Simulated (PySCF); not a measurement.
```xyz
3
charge 0 multiplicity 1, angstrom
Si    0.0000    0.0000   -1.2030
Br    1.7476    0.0000    0.2131
Br   -1.7476    0.0000    0.2131
```

Computed with PBE0/[Si def2-TZVP, Br def2-TZVP], no relativity, density fitting, PySCF.

This geometry of SiBr2 is a stationary point at this level.

(1) What is the point group?

(2) Is it a minimum?

(3) Which band is strongest in the infrared?

(4) Give the atomic charges and bond orders.

(5) What is the atomisation energy, with and without zero-point energy?

## Answers

(1) C2v.

(2) Yes: all harmonic wavenumbers are real.

(3) 408 cm⁻¹ (b2), 155 km/mol.

(4) 
| atom | Mulliken | Löwdin | polar tensor | Mayer order to Si1 |
| --- | --- | --- | --- | --- |
| Si1 | 0.37 | -0.27 | 1.01 | – |
| Br2,3 | -0.19 | 0.14 | -0.51 | 1.23 |

(5) 750 kJ/mol without, 745 kJ/mol with.
